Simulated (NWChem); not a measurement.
Molecule: C₃H₈N, doublet; SMILES CC(C)[NH]

```xyz
12

C      0.5939     1.2889     0.1063
C     -0.1168    -0.0280    -0.2785
C      0.7152    -1.2606     0.0889
N     -1.4373    -0.1242     0.2917
H      1.5985     1.3460    -0.3590
H      0.7206     1.3464     1.2067
H      0.0115     2.1743    -0.2217
H     -0.2366    -0.0058    -1.3975
H      1.6992    -1.2553    -0.4215
H      0.8899    -1.2900     1.1840
H      0.1757    -2.1863    -0.1908
H     -1.9163     0.7677     0.0421
```
Atoms are numbered in this order, from 1.

Program: NWChem. Pople sets run with spherical d functions. Spin-unrestricted. Coordinates come from a PBE-D3(BJ)/def2-SVP, spin-unrestricted optimisation. No frequency run checked for a minimum. No stability test was run on the SCF state. Level: PBE/6-31G* with COSMO at NWChem's default radii, gas-phase geometry; rows give the dielectric constant. Reactions with the solvent are ignored.

```csv
dielectric constant,electrostatic solvation energy (kcal/mol),dipole in solution (D)
1.5,-1.3,2.05
2.0,-2.0,2.14
4.8,-3.3,2.33
7.6,-3.7,2.39
78.4,…,…
```

Q: What belongs in the gaps?

A: 
- 78.4, electrostatic solvation energy (kcal/mol): -4.3
- 78.4, dipole in solution (D): 2.48
